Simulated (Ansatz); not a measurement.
Isolated molecules relaxed with PBE0-D4/def2-TZVP in Ansatz; ΔE leaves out vibrations. CCSD(T)/CBS adds triple-zeta CCSD(T) − MP2 to the extrapolated MP2 energy (def2 sets, frozen cores). This one scheme is used for every species. DFT in def2-TZVPP. B3LYP here is the variant with VWN-RPA as its local correlation; programs differ in this. HSE06 is defined as in plane-wave codes. def2 core potentials past Kr. For Sb outer-core shells are correlated without core-valence functions, which leaves a few kJ/mol of doubt a bond. One conformer a species, not always the lowest.

Reaction (hydrogenolysis of the Si–Sb bond): `SB[SiH2][SbH2]` + H₂ → `[SiH3]BS` + `[SbH3]`

```csv
level,ΔE (kJ/mol),difference from CCSD(T)/CBS
LDA (SPW92),29.2,-1.2
PBE-D4,36.3,5.9
BLYP-D4,29.3,-1.1
r2SCAN-D4,30.6,0.2
B97M-V,14.5,-15.9
r2SCANh-D4,29.6,-0.8
r2SCAN0-D4,28.0,-2.4
BHLYP-D4,20.2,-10.2
CAM-B3LYP-D4,14.1,-16.3
ωB97M-V,20.3,-10.1
B2PLYP,18.0,-12.4
PBE-QIDH,26.4,-4.0
PBE,27.6,-2.8
revPBE,24.9,-5.5
BLYP,12.8,-17.6
r2SCAN,28.3,-2.1
PBE0,23.4,-7.0
B3LYP,11.0,-19.4
r2SCANh,26.9,-3.5
r2SCAN0,25.0,-5.4
HSE06,24.1,-6.3
BHLYP,5.3,-25.1
CAM-B3LYP,5.3,-25.1
LC-ωPBE,14.2,-16.2
RPA@PBE/def2-TZVPP,14.1,-16.3
HF/def2-SVP,-11.2,-41.6
MP2/def2-SVP,19.8,-10.6
CCSD/def2-SVP,6.0,-24.4
CCSD(T)/def2-SVP,10.4,-20.0
HF/def2-TZVPP,-9.0,-39.4
MP2/def2-TZVPP,33.3,2.9
SCS-MP2/def2-TZVPP,21.3,-9.1
CCSD/def2-TZVPP,13.8,-16.6
CCSD(T)/def2-TZVPP,20.6,-9.8
HF/def2-QZVPP,-9.2,-39.6
MP2/def2-QZVPP,38.8,8.4
SCS-MP2/def2-QZVPP,26.5,-3.9
HF/CBS(def2),-9.2,-39.6
MP2/CBS(def2),43.0,12.6
CCSD/CBS(def2),23.6,-6.8
CCSD(T)/CBS,30.4,0
```

Largest T1 diagnostic among the species: 0.015.

The D4 term adds +14.1 kJ/mol with B3LYP and +8.0 kJ/mol with PBE0; it sums over pairs of atoms, weighted by their polarisabilities, and B3LYP, whose exchange is more repulsive, gets the larger term. At CCSD(T), def2-SVP lies −20.0 kJ/mol from the extrapolated value and def2-TZVPP −9.8 kJ/mol.

CCSD(T)/CBS has its own doubt, a few kJ/mol and more with outer-core shells, so smaller differences from it don't rank the levels.
